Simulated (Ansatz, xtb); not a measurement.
## A geometry optimisation of C2H8AlNS with r2SCAN-D4/def2-SVP

The starting geometry of this gas-phase singlet was built from a drawn formula by distance geometry and a force field; its bonds are those of `[CH3][AlH][C@@H](N)S`.

```xyz
13

C     0.2313    2.8855    1.1113
C    -0.5012   -0.4441    1.3531
Al    0.8097    1.0161    1.0087
N    -1.5567   -0.3649    0.4162
S     0.3483   -2.1004    1.2211
H     1.0879    3.5944    0.8905
H    -0.5974    3.0628    0.3351
H    -0.1931    3.1534    2.1404
H     2.3313    0.6362    0.6730
H    -0.9085   -0.3816    2.3961
H    -2.2920   -1.1498    0.5923
H    -2.1281    0.5325    0.5400
H     0.6122   -1.9104   -0.1446
```

Q: Predict what it relaxes into with r2SCAN-D4/def2-SVP.

A: A new bond forms, giving a structure given below by its coordinates. Contacts that close: Al3–N4 (2.80 → 2.01 Å).

The energy falls by 1.01 eV over 23 steps:

```json
{"step": "1", "E − E(last) (eV)": "1.012"}
{"step": "3", "E − E(last) (eV)": "0.660"}
{"step": "6", "E − E(last) (eV)": "0.534"}
{"step": "8", "E − E(last) (eV)": "0.185"}
{"step": "11", "E − E(last) (eV)": "0.045"}
{"step": "13", "E − E(last) (eV)": "0.022"}
{"step": "16", "E − E(last) (eV)": "0.003"}
{"step": "18", "E − E(last) (eV)": "0.001"}
{"step": "21", "E − E(last) (eV)": "0.000"}
{"step": "23", "E − E(last) (eV)": "0.000"}
```

Final geometry (Å):

```xyz
13

C     0.1728    2.8602    1.1701
C    -0.3541   -0.4872    1.5970
Al    0.3671    1.0174    0.5358
N    -1.3505   -0.0357    0.5088
S     0.0790   -2.2218    1.5060
H     1.1194    3.2467    1.5877
H    -0.1120    3.5498    0.3561
H    -0.5873    2.9576    1.9646
H     1.2561    0.5755   -0.7113
H    -0.8002   -0.2858    2.5810
H    -1.4801   -0.7722   -0.1895
H    -2.2694    0.2312    0.8674
H     1.2028   -2.1060    0.7595
```

From the same start GFN2-xTB reaches the same bonding as this run.

The end wasn't checked by frequencies. Run with Ansatz 0.2.0, 46 s on 2 threads of Intel(R) Xeon(R) 6975P-C (Granite Rapids) (shared host).
